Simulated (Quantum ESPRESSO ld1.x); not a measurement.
Tm52+, 17 electrons, occupied as [Ne] 3s2 3p5.

Calculated with ld1.x of Quantum ESPRESSO 7.5: Dirac Kohn-Sham, Slater X-alpha with alpha = 1, spin-unpolarised, spherical densities, point nucleus; open shells are shared between the two j in proportion to 2j + 1.

Energy parts (eV):
part               energy
total             -298164
kinetic            336979
electron-nucleus  -663981
Hartree             34867
exchange            -6029

Orbitals (lengths in bohr, moments of r in powers of bohr; r(90%) holds 90 % of the orbital's charge):
[
 {"orbital": "1s1/2", "occ.": "2", "eigenvalue (eV)": "-63240.0", "<r^4>": "8.016e-07", "r(90%)": "0.0362"},
 {"orbital": "2s1/2", "occ.": "2", "eigenvalue (eV)": "-13687.4", "<r^4>": "0.0001161", "r(90%)": "0.129"},
 {"orbital": "2p1/2", "occ.": "2", "eigenvalue (eV)": "-13276.0", "<r^4>": "0.00007011", "r(90%)": "0.114"},
 {"orbital": "2p3/2", "occ.": "4", "eigenvalue (eV)": "-12263.1", "<r^4>": "0.00009568", "r(90%)": "0.123"},
 {"orbital": "3s1/2", "occ.": "2", "eigenvalue (eV)": "-5356.70", "<r^4>": "0.003256", "r(90%)": "0.296"},
 {"orbital": "3p1/2", "occ.": "1.66667", "eigenvalue (eV)": "-5200.17", "<r^4>": "0.002754", "r(90%)": "0.285"},
 {"orbital": "3p3/2", "occ.": "3.33333", "eigenvalue (eV)": "-4939.97", "<r^4>": "0.003369", "r(90%)": "0.299"}
]

The highest occupied level is 3p3/2 at -4940.0 eV. The density falls to 0.001 e/bohr^3 at r = 0.61 bohr. Summed over all electrons, <r^2> = 0.3795 bohr^2, which gives a Langevin (diamagnetic) susceptibility term of -0.301 x 10^-6 cm^3/mol. For comparison, the ionisation energy in NIST's Atomic Spectra Database is 4922 eV (theoretical). In exact Kohn-Sham theory the highest level is minus the ionisation energy, but local and semilocal functionals leave it too shallow, through self-interaction and a potential that decays too fast; potentials with the right tail come closer.

Beside tabulated values, note that spin-unpolarised runs miss the spin-polarisation part of the exchange energy of open shells.
